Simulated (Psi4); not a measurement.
C4H5, doublet (typed; the unrestricted solution is spin-contaminated), at a GFN2-xTB geometry; HF/6-311G** (Psi4 1.11).

Input for Psi4:
```
memory 2 GB

molecule {
0 2
C    -0.00321860   -0.72310986    0.74098122
C    -0.14926074    0.65486258    0.76135888
C     0.14871370   -0.77776372   -0.63542029
C     0.00323715    0.72727827   -0.74525266
H    -0.00656200   -1.47425761    1.51069329
H    -0.30703081    1.39951873    1.51456422
H     0.30636277   -1.54960601   -1.36076760
H     0.88393419    1.26012121   -1.10389175
H    -0.87353323    1.07662001   -1.29060109
}

set {
  basis 6-311g**
  reference uhf
}

energy('scf')
print_variables()
```

What the program printed (banner, timings and long lists left out):

```
   => Loading Basis Set <=

    Name: 6-311G**
    Role: ORBITAL
    Keyword: BASIS

         ---------------------------------------------------------
                                   SCF
               by Justin Turney, Rob Parrish, Andy Simmonett
                          and Daniel G. A. Smith
                              UHF Reference
         ---------------------------------------------------------

  ==> Geometry <==

    Molecular point group: c1
    Full point group: C1

    Geometry (in Angstrom), charge = 0, multiplicity = 2:

       Center              X                  Y                   Z               Mass
    ------------   -----------------  -----------------  -----------------  -----------------
         C           -0.003159282516    -0.709783435335     0.727325440962    12.000000000000
         C           -0.149201422516     0.668189004665     0.747703100962    12.000000000000
         C            0.148773017484    -0.764437295335    -0.649076069038    12.000000000000
         C            0.003296467484     0.740604694665    -0.758908439038    12.000000000000
         H           -0.006502682516    -1.460931185335     1.497037510962     1.007825032230
         H           -0.306971492516     1.412845154665     1.500908440962     1.007825032230
         H            0.306422087484    -1.536279585335    -1.374423379038     1.007825032230
         H            0.883993507484     1.273447634665    -1.117547529038     1.007825032230
         H           -0.873473912516     1.089946434665    -1.304256869038     1.007825032230

  Running in c1 symmetry.

  Rotational constants: A =      0.48327  B =      0.44611  C =      0.24260 [cm^-1]
  Rotational constants: A =  14488.01090  B =  13374.18433  C =   7272.86607 [MHz]
  Nuclear repulsion =  107.003163343338159

  Charge       = 0
  Multiplicity = 2
  Electrons    = 29
  Nalpha       = 15
  Nbeta        = 14

  ==> Algorithm <==

  SCF Algorithm Type is DF.
  DIIS enabled.
  MOM disabled.
  Fractional occupation disabled.
  Guess Type is SAD.
  Energy threshold   = 1.00e-06
  Density threshold  = 1.00e-06
  Integral threshold = 1.00e-12

  ==> Primary Basis <==

  Basis Set: 6-311G**
    Blend: 6-311G**
    Number of shells: 52
    Number of basis functions: 102
    Number of Cartesian functions: 106
    Spherical Harmonics?: true
    Max angular momentum: 2

   => Loading Basis Set <=

    Name: (6-311G** AUX)
    Role: JKFIT
    Keyword: DF_BASIS_SCF

  ==> Integral Setup <==

  SCF_SUBTYPE=INCORE selected. In-core MEM_DF algorithm will be used.
  Using in-core AOs.

  ==> MemDFJK: Density-Fitted J/K Matrices <==

    J tasked:                   Yes
    K tasked:                   Yes
    wK tasked:                   No
    Algorithm:                 Core
    Schwarz Cutoff:           1E-12
    Mask sparsity (%):       0.0769
    Fitting Condition:        1E-10

   => Auxiliary Basis Set <=

  Basis Set: (6-311G** AUX)
    Blend: CC-PVTZ-JKFIT
    Number of shells: 150
    Number of basis functions: 466
    Number of Cartesian functions: 559
    Spherical Harmonics?: true
    Max angular momentum: 4

  Minimum eigenvalue in the overlap matrix is 4.0672934292E-04.
  Reciprocal condition number of the overlap matrix is 6.1306407828E-05.
    Using symmetric orthogonalization.

  ==> Pre-Iterations <==

  SCF Guess: Superposition of Atomic Densities via on-the-fly atomic UHF (no occupation information).

   -------------------------
    Irrep   Nso     Nmo
   -------------------------
     A        102     102
   -------------------------
    Total     102     102
   -------------------------

  ==> Iterations <==

                           Total Energy        Delta E     RMS |[F,P]|

   @DF-UHF iter SAD:  -153.90139090635475   -1.53901e+02   0.00000e+00
   @DF-UHF iter   1:  -154.21255598627744   -3.11165e-01   3.81312e-03 ADIIS/DIIS
   @DF-UHF iter   2:  -154.29649693148232   -8.39409e-02   1.79588e-03 ADIIS/DIIS
   @DF-UHF iter   3:  -154.31588928966630   -1.93924e-02   5.06938e-04 ADIIS/DIIS
   @DF-UHF iter   4:  -154.32101281463372   -5.12352e-03   2.70108e-04 ADIIS/DIIS
   @DF-UHF iter   5:  -154.32364371308836   -2.63090e-03   1.48413e-04 ADIIS/DIIS
   @DF-UHF iter   6:  -154.32461864794470   -9.74935e-04   3.61315e-05 DIIS
   @DF-UHF iter   7:  -154.32464102832935   -2.23804e-05   1.67093e-05 DIIS
   @DF-UHF iter   8:  -154.32464562546537   -4.59714e-06   8.90620e-06 DIIS
   @DF-UHF iter   9:  -154.32464721859992   -1.59313e-06   3.05690e-06 DIIS
   @DF-UHF iter  10:  -154.32464743410969   -2.15510e-07   1.01558e-06 DIIS
   @DF-UHF iter  11:  -154.32464745673803   -2.26283e-08   3.98737e-07 DIIS
  Energy and wave function converged.

  ==> Post-Iterations <==

   @Spin Contamination Metric:   2.084953030E-01
   @S^2 Expected:                7.500000000E-01
   @S^2 Observed:                9.584953030E-01
   @S   Expected:                5.000000000E-01
   @S   Observed:                5.000000000E-01

    Orbital Energies [Eh]
    ---------------------

    Alpha Occupied:

[...]
    Alpha Virtual:

[...]
    Beta Occupied:

[...]
    Beta Virtual:

[...]
     102A     25.524403

    Final Occupation by Irrep:
              A
    DOCC [    14 ]
    SOCC [     1 ]
    NA   [    15 ]
    NB   [    14 ]

  @DF-UHF Final Energy:  -154.32464745673803

   => Energetics <=

    Nuclear Repulsion Energy =            107.0031633433381586
    One-Electron Energy =                -418.9552650969147862
    Two-Electron Energy =                 157.6274542968386072
    Total Energy =                       -154.3246474567380346

  UHF NO Occupations:
  HONO-2 :   13  A 1.9966668
  HONO-1 :   14  A 1.9008254
  HONO-0 :   15  A 1.0000000
  LUNO+0 :   16  A 0.0991746
  LUNO+1 :   17  A 0.0033332
  LUNO+2 :   18  A 0.0022771
  LUNO+3 :   19  A 0.0015172

Computation Completed

Properties will be evaluated at   0.000000,   0.000000,   0.000000 [a0]

Properties computed using the SCF density matrix

 Multipole Moments:

 ------------------------------------------------------------------------------------
     Multipole            Electronic (a.u.)      Nuclear  (a.u.)        Total (a.u.)
 ------------------------------------------------------------------------------------

 L = 1.  Multiply by 2.5417464519 to convert [e a0] to [Debye]
 Dipole X            :         -0.0032360            0.0032507            0.0000147
 Dipole Y            :         -0.7270208            0.7303154            0.0032946
 Dipole Z            :          0.7449889           -0.7483648           -0.0033760
 Magnitude           :                                                    0.0047172

 ------------------------------------------------------------------------------------

  Variable Map:
  ----------------------------------------------------------------------------
[...]
  Array Variable Map:
  ----------------------------------------------------------------------------
[...]
[...]
```
